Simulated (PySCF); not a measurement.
BiI$_{2}$ (SMILES [I][Bi+][I]), charge +1, singlet, geometry from GFN2-xTB (such geometries of metal compounds can be far from the true shape) (core potentials on Bi, I); BLYP/def2-SVP in PySCF.

Input for PySCF:
```python
from pyscf import gto, scf, dft

mol = gto.Mole()
mol.atom = '''
    Bi    0.86767310    0.43113642    0.27718616
    I    -1.00884033    1.16616633   -1.52475723
    I    -0.34996849   -1.84134224    1.09067324
'''
mol.basis = 'def2-svp'
mol.ecp = {'Bi': 'def2-svp', 'I': 'def2-svp'}
mol.charge = 1
mol.verbose = 4
mol.build()

mf = dft.RKS(mol)
mf.xc = 'blyp'
mf = mf.newton()
mf.kernel()
```

What the program printed (banner, timings and long lists left out):

```
PySCF version 2.14.0

[INPUT] verbose = 4
[INPUT] num. atoms = 3
[INPUT] num. electrons = 72
[INPUT] charge = 1
[INPUT] spin (= nelec alpha-beta = 2S) = 0
[INPUT] symmetry False subgroup None
[INPUT] Mole.unit = angstrom
[INPUT] Symbol           X                Y                Z      unit          X                Y                Z       unit  Magmom
[INPUT]  1 Bi     0.867673100000   0.431136420000   0.277186160000 AA    1.639664524652   0.814729756125   0.523805927920 Bohr   0.0
[INPUT]  2 I     -1.008840330000   1.166166330000  -1.524757230000 AA   -1.906431927116   2.203734979389  -2.881373571150 Bohr   0.0
[INPUT]  3 I     -0.349968490000  -1.841342240000   1.090673240000 AA   -0.661344598328  -3.479632535193   2.061073714992 Bohr   0.0

nuclear repulsion = 306.97380617664
number of shells = 30
number of NR pGTOs = 183
number of NR cGTOs = 78
basis = def2-svp
ecp = {'Bi': 'def2-svp', 'I': 'def2-svp'}

******** <class 'pyscf.soscf.newton_ah.SecondOrderRKS'> ********
method = SecondOrderRKS
initial guess = minao
damping factor = 0
level_shift factor = 0
DIIS = <class 'pyscf.scf.diis.CDIIS'>
diis_start_cycle = 1
diis_space = 8
diis_damp = 0
SCF conv_tol = 1e-09
SCF conv_tol_grad = None
SCF max_cycles = 50
direct_scf = True
direct_scf_tol = 1e-13
XC library pyscf.dft.libxc version 7.1.2
    S. Lehtola, C. Steigemann, M. J. T. Oliveira, and M. A. L. Marques,  SoftwareX 7, 1–5 (2018)
XC functionals = blyp
    A. D. Becke,  Phys. Rev. A 38, 3098 (1988)
    C. Lee, W. Yang, and R. G. Parr,  Phys. Rev. B 37, 785 (1988)
    B. Miehlich, A. Savin, H. Stoll, and H. Preuss,  Chem. Phys. Lett. 157, 200 (1989)
radial grids:
    Treutler-Ahlrichs [JCP 102, 346 (1995); DOI:10.1063/1.469408] (M4) radial grids

becke partition: Becke, JCP 88, 2547 (1988); DOI:10.1063/1.454033
pruning grids: <function nwchem_prune>
grids dens level: 3
symmetrized grids: False
atomic radii adjust function: <function treutler_atomic_radii_adjust>
small_rho_cutoff = 0
******** <class 'pyscf.dft.rks.RKS'> Newton solver flags ********
SCF tol = 1e-09
conv_tol_grad = None
max. SCF cycles = 50
direct_scf = True
direct_scf_tol = 1e-13
max_cycle_inner = 12
max_stepsize = 0.05
ah_start_tol = 1e+09
ah_level_shift = 0
ah_conv_tol = 1e-12
ah_lindep = 1e-14
ah_start_cycle = 1
ah_max_cycle = 40
ah_grad_trust_region = 2.5
kf_interval = 4
kf_trust_region = 5
canonicalization = True
Set conv_tol_grad to 3.16228e-05
Initial guess from minao.
tot grids = 67360
  HOMO = -1.71006343911238  LUMO = -1.46922070383328  gap/eV = 6.55366
Initial guess E= -806.182933728969  |g|= 4.63441
macro= 0  E= -809.329419870919  delta_E= -3.14649  |g|= 1.70612  3 KF 15 JK
macro= 1  E= -809.70743350926  delta_E= -0.378014  |g|= 0.0416579  4 KF 14 JK
macro= 2  E= -809.707511673617  delta_E= -7.81644e-05  |g|= 8.62204e-05  3 KF 14 JK
macro= 3  E= -809.707511673614  delta_E= 2.72848e-12  |g|= 6.66855e-06  1 KF 2 JK
Canonicalize SCF orbitals
macro X = 4  E=-809.707511673614  |g|= 6.66855e-06  total 12 KF 50 JK
converged SCF energy = -809.707511673614
```
